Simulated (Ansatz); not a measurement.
The molecule PS, multiplicity 2 (the spin of the measured ground state). The T1 diagnostic near the minimum is 0.065, so single-reference values are doubtful.

D_e counts from the fitted minimum to each atom's lowest state at the same level, without counterpoise.

Codes used: Ansatz (a quantum-chemistry and plane-wave program) with Gaussian orbitals. 

```csv
level,bond energy D_e (eV)
SVWN5/def2-TZVPP,5.765
PBE/def2-TZVPP,4.891
r2SCAN/def2-TZVPP,4.581
B97M-V/def2-TZVPP,4.784
B3LYP/def2-TZVPP,4.527
PBE0/def2-TZVPP,4.500
CAM-B3LYP/def2-TZVPP,?
wB97X-V/def2-TZVPP,4.642
wB97M-V/def2-TZVPP,4.659
```

Some entries are withheld; supply them.


- CAM-B3LYP/def2-TZVPP, bond energy D_e (eV): 4.390
